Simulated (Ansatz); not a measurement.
Compare A (`C=C(F)C=C(F)F`) with its isomer B (`F/C=C\C=C(F)F`).

Isolated molecules relaxed with PBE0-D4/def2-TZVP in Ansatz; ΔE leaves out vibrations. CBS: MP2 limit from def2 TZ/QZ plus the TZ coupled-cluster correction, frozen cores. Functionals use def2-TZVPP. B3LYP here is the variant with VWN-RPA as its local correlation; programs differ in this. One conformer a species, not always the lowest.

Problem. Which is lower in electronic energy at CCSD(T)/CBS, and by how much? (Best estimate.)

Solution. Computed: B, by 0.8 kcal/mol.

Problem. Give E(B) − E(A) in kcal/mol with LDA (SPW92), ωB97M-V, CCSD/def2-TZVPP, HF/def2-TZVPP, B3LYP, CCSD(T)/def2-TZVPP, r2SCAN-D4. (Estimate.)

Solution. Ansatz gave: LDA (SPW92) -0.3, ωB97M-V -0.3, CCSD/def2-TZVPP -0.7, HF/def2-TZVPP -0.6, B3LYP -0.8, CCSD(T)/def2-TZVPP -0.6, r2SCAN-D4 0.0. None reverses the order clearly.

Problem. Does the order hold for the free energy at 298.15 K (harmonic terms from PBE0-D4)? (An estimate is asked.)

Solution. Computed: Yes: G(B) − G(A) = -0.6 kcal/mol, for one conformer each.

Largest T1 diagnostic: 0.013.

Leaving LDA and LC-ωPBE aside and taking each functional with its dispersion term where it has one, the values, not all of them listed here, spread over 1.0 kcal/mol, from PBE-D4 to B97M-V.
